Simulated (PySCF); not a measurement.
Basis-set dependence of excited states

C2H9NSi.
Atom-mapped SMILES: `[CH3:1][NH:2][SiH2:3][CH3:4]` (hydrogens: H5, H6, H7 on C1; H8 on N2; H9, H10 on Si3; H11, H12, H13 on C4)

TDDFT with PBE0 (PySCF), vertical singlets, core orbitals frozen in the response, spherical d and f functions. Geometry: PBE0-D3(BJ)/def2-SVP, one conformer, isolated molecule.

| basis | functions | diffuse | S1 (eV) | S2 (eV) | S3 (eV) | S4 (eV) | S5 (eV) | LUMO (eV) | α (au) |
| --- | --- | --- | --- | --- | --- | --- | --- | --- | --- |
| 6-31G* | 78 | no | 6.41 | 7.01 | 8.09 | 8.53 | 8.64 | 1.58 | 49.9 |
| 6-31+G* | 94 | yes | 5.50 | 5.91 | 6.53 | 6.59 | 6.80 | 0.21 | 56.9 |
| def2-SVP | 105 | no | 6.36 | 6.95 | 7.78 | 8.01 | 8.32 | 1.44 | 53.0 |
| def2-SVPD | 156 | yes | 5.85 | 6.38 | 7.01 | 7.06 | 7.43 | 0.57 | 62.3 |
| aug-cc-pVDZ | 177 | yes | 5.33 | 5.77 | 6.17 | 6.28 | 6.45 | -0.11 | 64.1 |
| def2-TZVP | 184 | no | 6.02 | 6.49 | 7.29 | 7.58 | 7.78 | 0.89 | 59.5 |
| def2-TZVPD | 235 | yes | 5.61 | 6.07 | 6.64 | 6.68 | 7.05 | 0.24 | 63.5 |

Task: How much do these states and the polarisability depend on the basis?

Result: States are compared by their number. Against the largest diffuse basis here (def2-TZVPD, itself not a converged limit), sets without diffuse functions differ by up to 0.79 eV in S1 and 1.58 eV in S5; the smaller diffuse sets differ by up to 0.28 and 0.60 eV. State by state, the largest deviation of a set without diffuse functions is S1 0.79, S2 0.94, S3 1.45, S4 1.84, S5 1.58 eV. The same number needn't mean the same state in each row. Against def2-TZVPD the polarisability deviates by -21% in 6-31G*, -10% in 6-31+G*, -17% in def2-SVP, -2% in def2-SVPD, +1% in aug-cc-pVDZ, -6% in def2-TZVP. A single + in a Pople set puts diffuse functions on heavy atoms only.

Without π bonds the low states are Rydberg-like; a valence basis with one diffuse set may place them up to an eV too high.
